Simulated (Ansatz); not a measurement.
Ansatz (a quantum-chemistry and plane-wave program) job for ClGeH₆NSi, SMILES Cl[SiH2][NH][GeH3], PBE-D3(BJ)/def2-SVP. 

Ansatz 0.2 input:
```yaml
crystal:
  periodic: [false, false, false]
  atoms:
    - {symbol: Si, position_ang: [-0.95952736, -1.49013225, 0.00000000]}
    - {symbol: Cl, position_ang: [1.09284114, -1.86551304, 0.00000000]}
    - {symbol: N, position_ang: [-1.12597691, 0.22408110, -0.00000000]}
    - {symbol: Ge, position_ang: [0.19729822, 1.53081376, -0.00000000]}
    - {symbol: H, position_ang: [-1.53685264, -2.14360820, 1.20782005]}
    - {symbol: H, position_ang: [-1.53685264, -2.14360820, -1.20782005]}
    - {symbol: H, position_ang: [-2.07149005, 0.60042902, -0.00000000]}
    - {symbol: H, position_ang: [-0.57696898, 2.86487295, -0.00000000]}
    - {symbol: H, position_ang: [1.07277159, 1.42143978, -1.26225087]}
    - {symbol: H, position_ang: [1.07277159, 1.42143978, 1.26225087]}
basis:
  gaussian:
    orbitals: def2-SVP
hamiltonian:
  xc: pbe
  dispersion: d3bj
relax: {f_tol: 0.002, max_steps: 200}
```

Program output:

```
WARN ansatz: RAYON_NUM_THREADS=1 ignored (pool sized by the plan → 1); use --threads N
Functional definition: PBE
integrals: 0.06 GiB planned
1262 factors; their error is unknown
mean field: 0.32 GiB planned
mean field evaluation 1: about -78465.4345 eV, gradient 6.5e1 eV
mean field evaluation 2: about -78431.8765 eV, gradient 1.3e2 eV
mean field evaluation 4: about -78473.4438 eV, gradient 8.1e0 eV
mean field evaluation 8: about -78473.5532 eV, gradient 2.6e-1 eV
mean field evaluation 16: about -78473.4676 eV, gradient 4.4e-4 eV
mean field -78473.46763684 eV, -2883.8467444271 hartree, gradient 6.8e-5 eV, S^2 0.000000; 0 other end points of the search recorded, 0 dependent functions left out
the calculation of the forces begins
reference -78473.46767615 eV, -2883.8467458717 hartree; 38, 38 occupied and 74, 74 virtual orbitals, 1262 factors
relax step   1: F+E_penalty+E_count = -78473.71799361 eV  Δ(F+E_penalty+E_count) = +0.000e0 eV  max|allowed force component| = 2.807e-1 eV/Å  Δτ_max = 0.0000 Å  (28 SCF iters, accepted)
these checks for a lower state are left out or cut short: starts, cluster_reference, orbital_swaps, neighbouring_geometries, increment
integrals: 0.06 GiB planned
1262 factors; their error is unknown
mean field: 0.32 GiB planned
mean field -78473.47646417 eV, -2883.8470688256 hartree, gradient 1.6e-5 eV, S^2 0.000000; 0 other end points of the search recorded, 0 dependent functions left out
the calculation of the forces begins
reference -78473.47650357 eV, -2883.8470702734 hartree; 38, 38 occupied and 74, 74 virtual orbitals, 1262 factors
relax step   2: F+E_penalty+E_count = -78473.72627239 eV  Δ(F+E_penalty+E_count) = -8.279e-3 eV  max|allowed force component| = 7.241e-2 eV/Å  Δτ_max = 0.0127 Å  (30 SCF iters, accepted)
these checks for a lower state are left out or cut short: starts, cluster_reference, orbital_swaps, neighbouring_geometries, increment
integrals: 0.06 GiB planned
1262 factors; their error is unknown
mean field: 0.32 GiB planned
mean field evaluation 32: about -78473.4774 eV, gradient 6.2e-4 eV
mean field -78473.47738461 eV, -2883.8471026511 hartree, gradient 1.6e-5 eV, S^2 0.000000; 0 other end points of the search recorded, 0 dependent functions left out
the calculation of the forces begins
reference -78473.47742405 eV, -2883.8471041004 hartree; 38, 38 occupied and 74, 74 virtual orbitals, 1262 factors
relax step   3: F+E_penalty+E_count = -78473.72704646 eV  Δ(F+E_penalty+E_count) = -7.741e-4 eV  max|allowed force component| = 2.480e-2 eV/Å  Δτ_max = 0.0061 Å  (29 SCF iters, accepted)
these checks for a lower state are left out or cut short: starts, cluster_reference, orbital_swaps, neighbouring_geometries, increment
integrals: 0.06 GiB planned
1262 factors; their error is unknown
mean field: 0.32 GiB planned
mean field -78473.47735118 eV, -2883.8471014227 hartree, gradient 4.6e-6 eV, S^2 0.000000; 0 other end points of the search recorded, 0 dependent functions left out
the calculation of the forces begins
reference -78473.47739062 eV, -2883.8471028720 hartree; 38, 38 occupied and 74, 74 virtual orbitals, 1262 factors
relax step   4: F+E_penalty+E_count = -78473.72709586 eV  Δ(F+E_penalty+E_count) = -4.940e-5 eV  max|allowed force component| = 1.523e-2 eV/Å  Δτ_max = 0.0026 Å  (22 SCF iters, accepted)
these checks for a lower state are left out or cut short: starts, cluster_reference, orbital_swaps, neighbouring_geometries, increment
integrals: 0.06 GiB planned
1262 factors; their error is unknown
mean field: 0.32 GiB planned
mean field -78473.47718698 eV, -2883.8470953881 hartree, gradient 1.9e-5 eV, S^2 0.000000; 0 other end points of the search recorded, 0 dependent functions left out
the calculation of the forces begins
reference -78473.47722641 eV, -2883.8470968373 hartree; 38, 38 occupied and 74, 74 virtual orbitals, 1262 factors
relax step   5: F+E_penalty+E_count = -78473.72708801 eV  Δ(F+E_penalty+E_count) = +7.854e-6 eV  max|allowed force component| = 1.876e-2 eV/Å  Δτ_max = 0.0051 Å  (23 SCF iters, rejected (line search))
these checks for a lower state are left out or cut short: starts, cluster_reference, orbital_swaps, neighbouring_geometries, increment
integrals: 0.06 GiB planned
1262 factors; their error is unknown
mean field: 0.32 GiB planned
mean field -78473.47729734 eV, -2883.8470994439 hartree, gradient 1.3e-5 eV, S^2 0.000000; 0 other end points of the search recorded, 0 dependent functions left out
the calculation of the forces begins
reference -78473.47733678 eV, -2883.8471008932 hartree; 38, 38 occupied and 74, 74 virtual orbitals, 1262 factors
relax step   6: F+E_penalty+E_count = -78473.72711759 eV  Δ(F+E_penalty+E_count) = -2.172e-5 eV  max|allowed force component| = 1.512e-3 eV/Å  Δτ_max = 0.0025 Å  (22 SCF iters, accepted)
these checks for a lower state are left out or cut short: starts, cluster_reference, orbital_swaps, neighbouring_geometries, increment
integrals: 0.06 GiB planned
1262 factors; their error is unknown
mean field: 0.32 GiB planned
mean field -78473.47716963 eV, -2883.8470947505 hartree, gradient 4.6e-6 eV, S^2 0.000000; 0 other end points of the search recorded, 0 dependent functions left out
the calculation of the forces begins
reference -78473.47720906 eV, -2883.8470961998 hartree; 38, 38 occupied and 74, 74 virtual orbitals, 1262 factors
relax step   7: F+E_penalty+E_count = -78473.72712390 eV  Δ(F+E_penalty+E_count) = -6.308e-6 eV  max|allowed force component| = 3.709e-3 eV/Å  Δτ_max = 0.0041 Å  (22 SCF iters, accepted)
these checks for a lower state are left out or cut short: starts, cluster_reference, orbital_swaps, neighbouring_geometries, increment
integrals: 0.06 GiB planned
1262 factors; their error is unknown
mean field: 0.32 GiB planned
mean field evaluation 64: about -78473.5627 eV, gradient 1.3e-1 eV
mean field -78473.47719281 eV, -2883.8470956026 hartree, gradient 2.5e-5 eV, S^2 0.000000; 0 other end points of the search recorded, 0 dependent functions left out
the calculation of the forces begins
reference -78473.47723225 eV, -2883.8470970519 hartree; 38, 38 occupied and 74, 74 virtual orbitals, 1262 factors
relax step   8: F+E_penalty+E_count = -78473.72712621 eV  Δ(F+E_penalty+E_count) = -2.319e-6 eV  max|allowed force component| = 6.997e-4 eV/Å  Δτ_max = 0.0006 Å  (18 SCF iters, accepted)
integrals: 0.06 GiB planned
1262 factors; their error is unknown
mean field: 0.32 GiB planned
mean field -78473.47719281 eV, -2883.8470956026 hartree, gradient 2.5e-5 eV, S^2 0.000000; 1 other end points of the search recorded, 0 dependent functions left out
the calculation of the forces begins
reference -78473.47723225 eV, -2883.8470970519 hartree; 38, 38 occupied and 74, 74 virtual orbitals, 1262 factors
Total energy: -78473.72716565 eV, -2883.8562819350 hartree
Atom 0 at    -0.960555    -1.492811     0.000000 Å, force    -0.000295    -0.000223    -0.000000 eV/Å
Atom 1 at     1.097862    -1.849643     0.000000 Å, force     0.000541    -0.000315     0.000000 eV/Å
Atom 2 at    -1.136362     0.229337     0.000000 Å, force    -0.000207     0.000700     0.000000 eV/Å
Atom 3 at     0.201390     1.529916    -0.000000 Å, force    -0.000089    -0.000337     0.000000 eV/Å
Atom 4 at    -1.537905    -2.158466     1.219569 Å, force     0.000018     0.000068    -0.000082 eV/Å
Atom 5 at    -1.537905    -2.158466    -1.219569 Å, force     0.000018     0.000068     0.000082 eV/Å
Atom 6 at    -2.086602     0.612053     0.000000 Å, force    -0.000006    -0.000304    -0.000000 eV/Å
Atom 7 at    -0.574832     2.873371    -0.000000 Å, force     0.000094     0.000278    -0.000000 eV/Å
Atom 8 at     1.081462     1.417461    -1.270713 Å, force    -0.000037     0.000032    -0.000007 eV/Å
Atom 9 at     1.081462     1.417461     1.270713 Å, force    -0.000037     0.000032     0.000007 eV/Å
Dipole moment:    -0.347379     0.231681     0.000000 e Å
```

The run converged.

Cost: around 40 core-seconds (rough).
